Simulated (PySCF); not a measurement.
A PySCF script (with the pyscf-properties extension) for the NMR shieldings of SMILES C#CCP(C#CC)CC, C₈H₁₁P, on a GFN2-xTB geometry:

```python
import basis_set_exchange as bse
import numpy as np
from pyscf import gto, dft
from pyscf.prop import nmr

atoms = """
C    -0.950314    2.554830    0.792976
C    -0.588547    2.242731   -0.305427
C    -0.133439    1.820048   -1.603514
P     0.609500    0.088192   -1.605519
C    -0.658300   -0.709770   -0.672905
C    -1.529492   -1.356879   -0.148916
C    -2.574882   -2.081022    0.538122
C     1.834459    0.323910   -0.214666
C     2.436341   -1.007358    0.212435
H    -1.282580    2.849178    1.743061
H    -0.971233    1.810560   -2.308304
H     0.630396    2.506588   -1.984452
H    -3.485453   -2.071390   -0.061013
H    -2.267556   -3.114605    0.698596
H    -2.782058   -1.619503    1.503847
H     2.620242    0.992103   -0.581690
H     1.332273    0.809155    0.626930
H     1.653910   -1.679274    0.561671
H     3.154378   -0.861325    1.017771
H     2.947209   -1.485488   -0.621734
"""
names = dict.fromkeys(["C", "P", "H"], "pcSseg-1")
basis = {el: gto.basis.parse(bse.get_basis(n, elements=[el], fmt="nwchem")) for el, n in names.items()}
mol = gto.M(atom=atoms, basis=basis, charge=0, verbose=0)
mf = dft.RKS(mol, xc="PBE0")
mf.grids.level = 2
mf.grids.alignment = dft.numint.BLKSIZE   # the property module wants whole blocks of grid points
mf.conv_tol = 1e-9
mf.kernel()

calc = nmr.RKS(mf)   # GIAO
C = mf.mo_coeff
Co = C[:, mf.mo_occ > 0]
resp = mf.gen_response(singlet=True, hermi=2)
def vind(x):   # induced exchange potential for any number of trial vectors
    d = np.einsum("pi,xij,qj->xpq", C, 2 * x.reshape(-1, C.shape[1], Co.shape[1]), Co, optimize=True)
    return np.einsum("xpq,pi,qj->xij", resp(d - d.transpose(0, 2, 1)), C, Co, optimize=True).ravel()
mo1, _ = nmr.rhf.solve_mo1(calc, with_cphf=vind)
sigma = calc.kernel(mo1)
for i, s in enumerate(sigma):   # ppm
    w = np.linalg.eigvalsh((s + s.T) / 2)
    print("%2d %-2s iso %8.1f  s11 %8.1f  s22 %8.1f  s33 %8.1f" % (i, mol.atom_pure_symbol(i), w.mean(), *w))
```

**Question.** Give the expected output.

**Answer.** 
```
 0 C  iso    109.9  s11     39.3  s22     40.6  s33    249.7
 1 C  iso    101.5  s11      1.4  s22     12.4  s33    290.7
 2 C  iso    165.6  s11    155.7  s22    165.2  s33    175.8
 3 P  iso    377.6  s11    356.4  s22    368.1  s33    408.3
 4 C  iso    103.2  s11     11.2  s22     23.0  s33    275.3
 5 C  iso     75.1  s11    -18.5  s22     -4.0  s33    247.9
 6 C  iso    180.6  s11    172.1  s22    172.8  s33    197.0
 7 C  iso    160.9  s11    147.5  s22    161.5  s33    173.6
 8 C  iso    174.8  s11    166.9  s22    169.5  s33    187.9
 9 H  iso     30.1  s11     24.6  s22     25.4  s33     40.4
10 H  iso     29.0  s11     23.9  s22     27.3  s33     35.9
11 H  iso     29.6  s11     24.6  s22     27.4  s33     36.7
12 H  iso     29.6  s11     24.4  s22     27.7  s33     36.6
13 H  iso     29.6  s11     24.4  s22     27.9  s33     36.5
14 H  iso     29.5  s11     24.0  s22     28.4  s33     36.0
15 H  iso     30.5  s11     25.0  s22     29.4  s33     37.1
16 H  iso     29.1  s11     23.9  s22     29.2  s33     34.2
17 H  iso     30.4  s11     24.8  s22     31.0  s33     35.3
18 H  iso     30.3  s11     25.3  s22     27.3  s33     38.2
19 H  iso     30.6  s11     26.1  s22     28.3  s33     37.5
```

These numbers come from an equivalent density-fitted implementation of the same equations, which agrees with the script to about 0.01 ppm for H and up to a few tenths of a ppm for heavy atoms, so last digits may differ.

Size and cost of the density-fitted run: 215 basis functions, 52 s wall time on 1 thread of an Arm Neoverse V1, shared host; peak memory 1 GiB.
